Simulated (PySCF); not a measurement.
C7H9O2 (doublet state).
Z-matrix (Å and degrees, GFN2-xTB geometry), rows numbered from 1:
```
C 
C   1  1.4981
O   2  1.2058  1  124.64
C   2  1.5205  1  113.48  3  -176.78
C   4  1.5268  2  112.31  1  -167.47
C   5  1.5339  4  104.23  2   -84.97
C   6  1.4683  5  104.52  4   -27.00
C   7  1.4142  6  112.13  5    17.21
O   8  1.2230  4  124.09  2   -76.77
H   1  1.0901  2  108.74  3   129.19
H   1  1.0866  2  110.62  3     7.82
H   1  1.0884  2  109.60  3  -112.88
H   4  1.0895  2  110.03  1   -38.12
H   5  1.0905  4  110.04  2   156.94
H   5  1.0892  4  111.56  2    35.86
H   6  1.1000  5  108.92  4    89.36
H   6  1.0915  5  114.07  4  -151.48
H   7  1.0756  6  124.44  5  -164.67
```

The hyperfine couplings belong to this conformer and change with its torsions.

The species is `CC([C@@H]1CC[CH]C1=O)=O` [radical].

Method used: PySCF 2.14.0, UKS B3LYP, pcH-1 on C H O, non-relativistic, mean-field spin-orbit, GIAO. Isolated species at its GFN2-xTB geometry (one conformer only). Couplings are sensitive to structure, and on GFN2-xTB geometries they can be far from those on DFT ones. Stability of the SCF solution: not tested.

Largest spin populations (Mulliken): C7 (+0.78), O9 (+0.29), C8 (-0.08) and C6 (-0.07). The positive populations add up to 1.18 and the negative ones to -0.18, together 2S = 1. The angles at C7 add up to 360.0°, so it is planar; its axial dipolar tensor and the negative coupling of its proton fit spin in a p orbital normal to that plane.

Task: Find Q in a(H) = Q·ρ(C) for the protons on the planar carbons that carry spin.

Result: 
| H | C | ρ(C) | a(H) (G) | a/ρ (G) |
| --- | --- | --- | --- | --- |
| H18 | C7 | +0.782 | -17.21 | -22.0 |

One proton gives one ratio, Q = -22.0 G, and no test of linearity. In every row coupling and population have opposite signs.

Task: How do the β-proton couplings of this frozen conformer go with θ, the angle between the C–H bond and the normal to the plane of the spin centre's three neighbours, both seen down the bond from centre to carbon?

Result: 
```csv
β H,on,centre,θ (°),cos²θ,a (G)
H16,C6,C7,10,0.97,+54.51
H17,C6,C7,51,0.39,+25.34
```

Couplings in gauss use g_iso = 2.0047.

Hardware: Arm Neoverse N1, one thread, shared host with 64 logical CPUs at a one-minute load of 51. Cost: 2.9 min (with the writing of density and orbital grids), 1.1 GiB resident at most.
